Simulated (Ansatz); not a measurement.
Input for Ansatz (an electronic-structure program): R-CCSD(T)/cc-pV(Q+d)Z on BClH2O (SMILES OBCl), a point of a torsion scan. Files ending in .json are basis or fitting sets from the Basis Set Exchange.

Ansatz 0.2 input:
```yaml
crystal:
  periodic: [false, false, false]
  atoms:
    - {symbol: O, position_ang: [-0.98796140, -0.14649333, -0.35909513]}
    - {symbol: B, position_ang: [0.26192481, 0.25931878, -0.59071166]}
    - {symbol: Cl, position_ang: [0.51635906, 1.90883858, -0.99375086]}
    - {symbol: H, position_ang: [-1.30324972, -0.53633111, 0.44858389]}
    - {symbol: H, position_ang: [1.21135927, -0.43281320, -0.46764943]}
basis:
  gaussian:
    orbitals: cc-pV_Q+d_Z.json
magnetization: {spin_polarized: false}
correlation: {method: ccsd_t, electrons: outside_noble_gas}
scf: {lower_state_search: off}
```

Program output:

```
WARN ansatz: RAYON_NUM_THREADS=1 ignored (pool sized by the plan → 1); use --threads N
Functional definition: HF
these checks for a lower state are left out or cut short: stability, starts, cluster_reference, orbital_swaps, neighbouring_geometries, increment
integrals: 1.31 GiB planned
1412 factors; integrals over basis functions are off by at most 7.3e-4 eV
mean field: 0.68 GiB planned
mean field evaluation 1: about -15246.0985 eV, gradient 3.4e1 eV
mean field evaluation 2: about -15246.0991 eV, gradient 3.4e1 eV
mean field evaluation 4: about -15248.2489 eV, gradient 2.5e0 eV
mean field evaluation 8: about -15248.2751 eV, gradient 2.1e-4 eV
mean field -15248.27514413 eV, -560.3637758945 hartree, gradient 1.8e-6 eV, S^2 0.000000; 0 other end points of the search recorded, 0 dependent functions left out
7 core orbitals not correlated
reference -15248.27514413 eV, -560.3637758945 hartree; 9, 9 occupied and 218, 218 virtual orbitals, 1412 factors
second order -15.63359226 eV of doubles, -0.00000000 eV of singles
coupled cluster: 1.80 GiB planned
cycle   1  -15.81994514 eV  change   -1.9e-1 eV  update   7.5e-2
cycle   2  -16.13727721 eV  change   -3.2e-1 eV  update   2.1e-2
cycle   3  -16.20789106 eV  change   -7.1e-2 eV  update   1.2e-2
cycle   4  -16.19664161 eV  change    1.1e-2 eV  update   3.1e-3
cycle   5  -16.19602251 eV  change    6.2e-4 eV  update   1.5e-3
cycle   6  -16.19640382 eV  change   -3.8e-4 eV  update   4.2e-4
cycle   7  -16.19619316 eV  change    2.1e-4 eV  update   1.5e-4
cycle   8  -16.19621344 eV  change   -2.0e-5 eV  update   5.5e-5
cycle   9  -16.19623289 eV  change   -1.9e-5 eV  update   2.3e-5
cycle  10  -16.19622154 eV  change    1.1e-5 eV  update   9.2e-6
perturbative correction -0.66528220 eV, -0.0244486698 hartree
Total energy: -15265.13664786 eV, -560.9834247277 hartree
Checks for a lower state left out: stability, starts, cluster_reference, orbital_swaps, neighbouring_geometries, increment
```

The run converged.

Cost: around 6 core-minutes (rough).
